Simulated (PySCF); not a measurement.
C5H12ClFSi.
Atom-mapped SMILES: `[CH3:1][CH2:2][CH2:3][C@H:4]([F:5])[SiH2:6][CH2:7][Cl:8]` (hydrogens: H9, H10, H11 on C1; H12, H13 on C2; H14, H15 on C3; H16 on C4; H17, H18 on Si6; H19, H20 on C7)

Geometry (GFN2-xTB, Å), atoms numbered from 1 in this order:
```xyz
20
C5H12ClFSi angstrom
C     -3.125    0.271   -0.444
C     -1.709    0.313    0.116
C     -0.878   -0.870   -0.372
C      0.513   -0.915    0.243
F      0.396   -1.126    1.618
Si     1.594    0.660    0.002
C      3.365    0.175    0.527
Cl     4.436    1.579    0.267
H     -3.107    0.300   -1.532
H     -3.631   -0.641   -0.135
H     -3.703    1.120   -0.087
H     -1.225    1.244   -0.187
H     -1.746    0.293    1.206
H     -1.404   -1.796   -0.127
H     -0.763   -0.824   -1.457
H      1.035   -1.808   -0.127
H      1.139    1.736    0.879
H      1.585    1.025   -1.416
H      3.784   -0.643   -0.055
H      3.438   -0.080    1.582
```

Computed at PBE0/pcSseg-1 (PySCF, non-relativistic), with Q(35Cl) = −0.0817 b: Cl8, 35Cl (I = 3/2): χzz = -77.69 MHz, η = 0.027.

(1) Where would the pure quadrupole (NQR) lines of 35Cl at Cl8 fall for the rigid, isolated species?

(2) Apply the simplest Townes–Dailey estimate (no s hybridisation, no π bonding), ionic character = 1 − χzz/χ0, where χ0 is the coupling for one missing p electron along the bond: −109.74 MHz for 35Cl.

Answers

(1) From ν = (|χ|/2)√(1 + η²/3): ν = 38.85 MHz (alkyl chlorine). For 37Cl the ratio of quadrupole moments, 0.7881, gives 30.62 MHz.

(2) Cl8 on C7: 1 − (-77.69)/(-109.74) = 0.29. In this model a purely covalent bond gives χ0 and a free halide ion gives zero; s hybridisation or π bonding, where present, is counted here as ionic character.

In a crystal, neighbours and librations shift these lines. GFN2-xTB bond lengths can be off by several hundredths of an ångström, more for odd bonds, and the gradients follow them. With so small a basis the couplings can be 20 % off.

These values come from a run that also computed NMR shieldings. The run took 1.7 min of wall time on an Intel Xeon at 2.70 GHz with one thread, no GPU, shared host with 64 logical CPUs at a one-minute load of 51, and the process peaked at 0.94 GiB of memory.

One conformer stands for the species.
